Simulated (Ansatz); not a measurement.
`F[SiH2]C=S` → `C=S` + `F[SiH]` at 700 K and 1 bar (silylene formation by 1,1-elimination).

Computed with Ansatz on PBE0-D4/def2-TZVP structures; ΔE is electronic, products minus reactants. CCSD(T)/CBS adds triple-zeta CCSD(T) − MP2 to the extrapolated MP2 energy (def2 sets, frozen cores). This one scheme is used for every species. One conformer a species, not always the lowest.

```
     species  CCSD(T)/CBS energy (Eh)  H − E (kJ/mol)  S (J/(mol·K))
`F[SiH2]C=S`               -826.53208           153.2          404.2
       `C=S`               -436.98974            94.3          270.0
    `F[SiH]`               -389.46371            50.0          276.0
```

H − E and S are ideal-gas, rigid-rotor, harmonic terms from PBE0-D4/def2-TZVP, for one conformer and one mirror image of each species. 1 Eh = 2625.50 kJ/mol, R = 8.31446 J/(mol·K).

Task: By hand: ΔE, ΔH, ΔS and ΔG.

Result: ΔE = (-436.98974) + (-389.46371) − (-826.53208) = 0.07863 Eh = 206.4 kJ/mol. Δ(H − E) = 94.3 + 50.0 − 153.2 = -8.9, so ΔH = 197.5 kJ/mol. ΔS = 270.0 + 276.0 − 404.2 = 141.8 J/(mol·K). ΔG = 197.5 − 700 × (141.8)/1000 = 98.2 kJ/mol.

Task: By hand: the equilibrium constant, and the temperature at which ΔG would vanish if ΔH and ΔS stayed fixed.

Result: log₁₀ K = −ΔG/(RT ln 10) = -7.3. ΔG = 0 at ΔH/ΔS = 1393 K.

The number of gas molecules changes by +1, which sets the sign of ΔS. A doubt of 5 kJ/mol in ΔE shifts log₁₀ K by 0.4 here. Other conformers and mirror images would add mixing entropy, several J/(mol·K) or more a flexible species. These are equilibria of isolated gas molecules and say nothing of rates. Largest T1 diagnostic: 0.016 (customary marks: 0.02 for closed shells, 0.045 for open ones).
